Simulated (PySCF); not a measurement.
Isomers of C4H3FN2, one GFN2-xTB conformer each. Single-point energies are computed at PBE0/pcSseg-1 (PySCF, gas phase, no added dispersion term), electronic only.

**Question.** Rank them by PBE0/pcSseg-1 energy, lowest first (kcal/mol).
A. `CC(F)(C#N)C#N`
B. `Fc1cnccn1`
C. `c1(F)cnncc1`
D. 2-fluoropyrimidine (`Fc1ncccn1`)

**Answer.** D (0.0), B (8.0), C (31.9), A (39.7).

As drawn, the lowest has an aromatic ring, which the highest lacks; the highest has a C≡N group, which the lowest lacks. GFN2-xTB itself gives, in the same order: 0.0, 7.7, 23.4, 56.9. Both levels put the same isomer lowest; measured from each level's own lowest isomer, the values differ by up to 17.2 kcal/mol (CC(F)(C#N)C#N: 56.9 against 39.7).

**Question.** Which frontier levels, dipoles and rotational constants go with these structures?

**Answer.** 
| SMILES | HOMO (eV, PBE0/pcSseg-1) | LUMO (eV) | dipole (D) | A, B, C (MHz) |
| --- | --- | --- | --- | --- |
| Fc1ncccn1 | -7.90 | -1.66 | 3.93 | 6176, 2845, 1948 |
| Fc1cnccn1 | -7.88 | -1.79 | 1.53 | 6131, 2770, 1908 |
| Fc1ccnnc1 | -7.02 | -1.63 | 3.06 | 6226, 2648, 1858 |
| CC(F)(C#N)C#N | -10.61 | -1.56 | 3.65 | 3410, 2403, 1966 |

**Question.** As an exercise, what shares would exp(−E/RT) give at 1000 K from these electronic energies alone (no entropy, no degeneracies)?

**Answer.** RT = 1.987 kcal/mol: Fc1ncccn1 98.3 %, Fc1cnccn1 1.7 %, Fc1ccnnc1 under 0.1 %, CC(F)(C#N)C#N under 0.1 %.
